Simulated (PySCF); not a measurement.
Screening by computed properties: pick the candidate that meets the target.

Each SMILES stands for a single optimised conformer of the isolated species (atoms past krypton carry core potentials, spin–orbit coupling is left out); the electronic structure was computed with PySCF and density fitting.

The conformers computed, where there is a choice (atom-mapped SMILES and torsion angles):
- `[CH:1]#[C:2][CH2:3][C:4](=[O:5])[OH:6]`: C2–C3–C4–O5 -150°, H–O6–C4–C3 178°
- `[CH:1]#[C:2][CH2:3][C:4]1=[CH:5][C:6]2([CH:7]=[CH:8]1)[CH2:9][CH2:10]2`: C2–C3–C4–C5 126°

The conformers of `CCCCCCCCO` aren't listed.

Problem. Wanted: lowest singlet excitation below 4.3 eV (TDDFT B3LYP/def2-SVPD) and static isotropic polarisability above 80 au (B3LYP/def2-SVPD), at PBE0-D3(BJ)/def2-SVP geometries. Which candidate meets both?
A. `C#CCC1=CC2(C=C1)CC2`
B. `CC[N]=[Nb]([Cl])([Cl])[Cl]`
C. `C#CCC(=O)O`
D. `CCCCCCCCO`

Solution. B. Computed values:
```csv
species,lowest singlet excitation,static isotropic polarisability
CC[N]=[Nb]([Cl])([Cl])[Cl],3.85 eV,120.5 au
C#CCC1=CC2(C=C1)CC2,4.69 eV,115.0 au
C#CCC(=O)O,5.71 eV,54.1 au
CCCCCCCCO,6.70 eV,107.2 au
```
